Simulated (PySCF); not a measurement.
C4H7BO.
Cartesian coordinates in Å at the PBE0-D3(BJ)/def2-SVP level; atoms count from 1:
```xyz
13
C4H7BO angstrom
B     -1.2391   -1.0948   -0.8253
C     -0.8587    0.3060   -0.2952
C     -1.7695    1.2990   -0.4081
O      0.2571    0.5808    0.4426
C      1.3543   -0.2043    0.3433
C      2.3916   -0.0693    1.1675
H     -2.1970   -1.1722   -1.5535
H     -0.6483   -2.0974   -0.5059
H     -2.6847    1.1310   -0.9755
H     -1.6204    2.2672    0.0801
H      1.3393   -0.9387   -0.4695
H      3.2707   -0.6997    1.0352
H      2.3811    0.6681    1.9727
```

Computed with core-valence-separated Tamm–Dancoff BHandHLYP/aug-pcX-1 (pcseg-1 on H) in PySCF, non-relativistic, gas phase, PBE0-D3(BJ)/def2-SVP geometry. The energies are unshifted.

The lowest roots of each edge with f over 0.003 (five at most, numbered afresh; weaker and dark ones are left out), with transition dipoles (au) in the frame of the coordinates:

```tsv
root	edge	E (eV)	f	μx	μy	μz
1	C	281.58	0.0585	0.0411	0.0336	-0.0752
2	C	282.88	0.0541	-0.0351	-0.0599	0.0546
3	C	283.36	0.0375	0.0339	0.0230	-0.0611
4	C	284.33	0.0702	-0.0410	-0.0682	0.0612
5	C	285.49	0.0087	0.0318	-0.0076	0.0131
6	O	532.45	0.0051	-0.0040	-0.0089	0.0173
7	O	534.05	0.0113	-0.0078	-0.0201	0.0199
8	O	534.93	0.0037	0.0047	0.0039	-0.0156
9	O	535.01	0.0043	-0.0112	-0.0142	-0.0017
10	O	535.39	0.0176	-0.0055	-0.0259	-0.0252
11	B	185.27	0.0822	0.0804	0.0110	-0.1074
12	B	191.02	0.0040	0.0293	-0.0015	-0.0015
13	B	191.20	0.0071	0.0248	0.0190	0.0231
14	B	191.54	0.0181	0.0433	-0.0380	0.0229
15	B	191.95	0.0074	0.0240	0.0314	-0.0022
```

**Question.** Molecules are fixed in this frame and the field points along (1, 1, 0)/√2. What effective strengths 3 f cos²θ do the roots have (θ between field and μ)?

**Answer.** root 1 (C3): 0.058, root 2 (C6): 0.094, root 3 (C2): 0.034, root 4 (C5): 0.125, root 5 (C6): 0.006, root 6 (O4): 0.003, root 7 (O4): 0.015, root 8 (O4): 0.001, root 9 (O4): 0.013, root 10 (O4): 0.019, root 11 (B1): 0.057, root 12 (B1): 0.005, root 13 (B1): 0.013, root 14 (B1): 0.000, root 15 (B1): 0.022. Root 4 is the strongest. Averaged over all orientations cos²θ is 1/3, which gives f back.

On an Intel Xeon Platinum 8559C with one thread, no GPU, shared host with 48 logical CPUs at a one-minute load of 43, this took 19 s and 1.0 GiB of memory at its peak.

One conformer stands for the species.
